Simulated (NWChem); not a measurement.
AlIF2; SMILES [Al]([I])([F])[F]

```xyz
4

Al     0.0000     0.0000     1.3501
F      0.0000    -1.4145     2.1996
F      0.0000     1.4145     2.1996
I      0.0000     0.0000    -1.0782
```
Atoms are numbered in this order, from 1.

Geometry: optimised at PBE0/def2-SVP. def2 effective core potentials on I; no spin-orbit coupling.

Symmetry labels are those of C2v in the frame above (b1 and b2, or b-type labels, depend on it).

Task: List the 6 lowest vertical singlet excitations from B3LYP/def2-SVP with def2 effective core potentials on I, full TDDFT (NWChem).

Result: 
```csv
state,energy (eV),oscillator strength,symmetry,leading excitation (squared amplitude)
S1,5.26,0.018,b2,HOMO → LUMO (1.00)
S2,5.43,0.029,b1,HOMO−1 → LUMO (1.00)
S3,6.03,0.000,a2,HOMO → LUMO+1 (1.00)
S4,6.45,0.020,a1,HOMO−1 → LUMO+1 (0.88)
S5,7.72,0.320,a1,HOMO−2 → LUMO (0.73)
S6,8.01,0.034,b1,HOMO−2 → LUMO+1 (0.96)
```
